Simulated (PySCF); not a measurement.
**Electronic structure of F⁺ (fluorine, charge +1) at the UHF level**

Configuration: [He] 2s2 2p4, high-spin 3P determinant. All numbers are calculated (PySCF 2.14, scalar relativity by spin-free X2C-1e, in cc-pVDZ-DK (3s2p1d, 14 functions)).

| Quantity | Value |
| --- | --- |
| Total energy | -98.887579 hartree |
| One-electron energy | -133.1948 hartree |
| Hartree (Coulomb) energy | 43.9712 hartree |
| Exchange energy | -9.6640 hartree |
| ⟨S²⟩ | 2.0037 |
| ⟨L²⟩ | 2.006 |
| Sum of ⟨r⟩ | 6.199 bohr |
| Sum of ⟨r²⟩ | 7.271 bohr² |
| Traceless quadrupole moment −½Σ⟨3z² − r²⟩ along its main axis | -0.554 e·bohr² |
| Langevin diamagnetic susceptibility | -5.76 ×10⁻⁶ cm³/mol |
| Time after the integrals | 0.03 s of wall time on 1 thread of INTEL(R) XEON(R) PLATINUM 8581C CPU @ 2.30GHz (shared host) |

```tsv
shell	electrons	mean orbital energy (hartree)	spread (hartree)	rms radius, mean of both spins (bohr)
1s α	1	-27.23549	0	0.204
1s β	1	-27.12662	0	0.204
2s α	1	-2.41066	0	1.06
2s β	1	-2.00749	0	1.06
2p α	3	-1.49704	0.11895	1.11
2p β	1	-1.30899	0	1.11
```
